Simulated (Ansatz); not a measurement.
Gas-phase electronic energies from Ansatz, PBE0-D4/def2-TZVP geometries. CBS: MP2 limit from def2 TZ/QZ plus the TZ coupled-cluster correction, frozen cores. Functionals use def2-TZVPP. B3LYP here is the variant with VWN-RPA as its local correlation; programs differ in this. HSE06 is defined as in plane-wave codes. Each species was taken in one conformer, which may not be the lowest.

Reaction (substitution at a C–Si bond): `N[SiH](F)CF` + `CC(O)F` → `CC(F)OCF` + `N[SiH2]F`

```tsv
level	ΔE (kJ/mol)	difference from CCSD(T)/CBS
LDA (SPW92)	18.1	-5.2
PBE-D4	25.3	2.0
BLYP-D4	24.1	0.8
r2SCAN-D4	21.8	-1.5
B97M-V	21.7	-1.6
PBE0-D4	24.1	0.8
B3LYP-D4	22.9	-0.4
r2SCANh-D4	21.7	-1.6
r2SCAN0-D4	21.5	-1.8
BHLYP-D4	19.6	-3.7
CAM-B3LYP-D4	19.2	-4.1
ωB97X-V	18.7	-4.6
ωB97M-V	23.3	0.0
B2PLYP	19.9	-3.4
PBE-QIDH	20.7	-2.6
revPBE	25.8	2.5
BLYP	21.7	-1.6
PBE0	23.2	-0.1
B3LYP	20.8	-2.5
r2SCANh	21.6	-1.7
r2SCAN0	21.3	-2.0
HSE06	23.2	-0.1
BHLYP	17.5	-5.8
CAM-B3LYP	18.2	-5.1
LC-ωPBE	23.7	0.4
HF/def2-SVP	-1.9	-25.2
MP2/def2-SVP	4.0	-19.3
CCSD/def2-SVP	1.7	-21.6
CCSD(T)/def2-SVP	0.4	-22.9
HF/def2-TZVPP	9.2	-14.1
MP2/def2-TZVPP	20.4	-2.9
SCS-MP2/def2-TZVPP	17.1	-6.2
CCSD/def2-TZVPP	18.5	-4.8
CCSD(T)/def2-TZVPP	18.1	-5.2
HF/def2-QZVPP	9.2	-14.1
MP2/def2-QZVPP	23.4	0.1
SCS-MP2/def2-QZVPP	20.3	-3.0
HF/CBS(def2)	9.2	-14.1
MP2/CBS(def2)	25.6	2.3
CCSD/CBS(def2)	23.7	0.4
CCSD(T)/CBS	23.3	0
```

Largest T1 diagnostic among the species: 0.011.

In def2-TZVPP, CCSD(T) changes the Hartree–Fock value by +8.9 kJ/mol (the triples alone add −0.4 kJ/mol) and MP2 by +11.2 kJ/mol. At CCSD(T), def2-SVP lies −22.9 kJ/mol from the extrapolated value and def2-TZVPP −5.2 kJ/mol.
